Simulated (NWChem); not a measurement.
Species: C4H4F2; SMILES FC1(F)C=CC1

```xyz
10

F     -0.0300    -1.1815     1.0819
C     -0.0252    -0.3749     0.0000
F     -0.0300    -1.1815    -1.0819
C     -1.0469     0.7303     0.0000
C     -0.0961     1.6754     0.0000
C      1.0745     0.7132     0.0000
H     -2.1385     0.7289     0.0000
H     -0.1332     2.7676     0.0000
H      1.7064     0.7122    -0.9018
H      1.7064     0.7122     0.9018
```
Atoms are numbered in this order, from 1.

Program: NWChem. Pople sets run with spherical d functions. All runs use the structure optimised with PBE0/def2-SVP. Level: PBE0/6-31+G*; rows give the wavelength of the field.

| field | isotropic polarisability (bohr³) | anisotropy (bohr³) |
|---|---|---|
| static | 44.0 | 12.9 |
| 1065 nm | 44.4 | 13.1 |
| 589 nm | ? | ? |

Complete the blanks.


- 589 nm, isotropic polarisability (bohr³): 45.2
- 589 nm, anisotropy (bohr³): 13.7
